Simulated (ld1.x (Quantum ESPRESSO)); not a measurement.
# Reading a pseudo-wave (molybdenum)

Columns: radius, all-electron u(r) and pseudo u(r) of the 4s shell (level -60.81 eV) of molybdenum in the configuration [Ar] 3d10 4s2 4p6 4d5 5s1 5p0; LDA (PZ), non-relativistic, RRKJ scheme, ld1.x (Quantum ESPRESSO) 7.5.

| r (bohr) | all-electron | pseudo |
| --- | --- | --- |
| 0.113 | -0.3791 | -0.1137 |
| 0.225 | 0.2634 | -0.2332 |
| 0.338 | 0.5937 | -0.3648 |
| 0.450 | 0.3283 | -0.5049 |
| 0.563 | -0.1536 | -0.6494 |
| 0.675 | -0.5885 | -0.7843 |
| 0.788 | -0.8899 | -0.8984 |
| 0.900 | -1.0467 | -0.9767 |
| 1.013 | -1.0912 | -1.0121 |
| 1.125 | -1.0574 | -1.0010 |
| 1.238 | -0.9766 | -0.9479 |
| 1.350 | -0.8732 | -0.8636 |
| 1.463 | -0.7614 | -0.7603 |
| 1.575 | -0.6531 | -0.6535 |
| 1.688 | -0.5517 | -0.5518 |
| 1.800 | -0.4619 | -0.4619 |
| 1.913 | -0.3828 | -0.3828 |
| 2.025 | -0.3157 | -0.3157 |
| 2.138 | -0.2585 | -0.2585 |
| 2.250 | -0.2111 | -0.2111 |
| 2.363 | -0.1714 | -0.1714 |
| 2.475 | -0.1390 | -0.1390 |
| 2.588 | -0.1122 | -0.1122 |
| 2.700 | -0.0906 | -0.0906 |
| 2.813 | -0.0728 | -0.0728 |
| 2.925 | -0.0585 | -0.0585 |

(1) How many radial nodes do the two functions have?

(2) At about which radius was the pseudo-wave matched?

(3) Is the pseudo-wave norm-conserving?

## Answers

(1) The all-electron 4s function has n − l − 1 = 3 (the table is too coarse to show those close to the nucleus); the pseudo-wave has 0, since the states of the same l below it are removed with the core.

(2) 1.75 bohr. The columns agree to 0.0005 from 1.57 bohr on; several derivatives are matched, so the curves merge somewhat inside the radius.

(3) Yes: the RRKJ scheme keeps the norm inside the radius equal to the all-electron one, which fixes the energy derivative of the logarithmic derivative at the level.
